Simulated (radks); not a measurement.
The mean radii <r> (bohr) of the occupied orbitals of an atom or ion are listed with their occupations. All-electron calculation, Dirac Kohn-Sham, exchange-only PBE, spin-unpolarised, spherical densities, finite nucleus; Fermi nuclear charge, rms radius of each element as measured or else 0.836 A^(1/3) + 0.57 fm. Program: a radial shooting solver on a logarithmic mesh with Libxc functionals.

orbital  occ.      <r>
1s1/2       2  0.05214
2s1/2       2   0.2349
2p1/2       2   0.2041
2p3/2       4   0.2074
3s1/2       2   0.6836
3p1/2       2   0.6964
3p3/2       4   0.7047
3d3/2       4   0.7291
3d5/2       1   0.7318

Name the element and its charge. Open shells, if any, fill j = l - 1/2 first.

Answer. Z = 29, copper, charge +6: Cu6+ in [Ar] 3d5. The 1s radius gives Z: for a bare nucleus <r> = (2 gamma + 1)/(2Z) with gamma = sqrt(1 - (Z/c)^2), 0.05094 bohr for Z = 29, and screening makes it slightly larger (0.05214 here). The occupations add up to 23, and the charge is Z minus that.
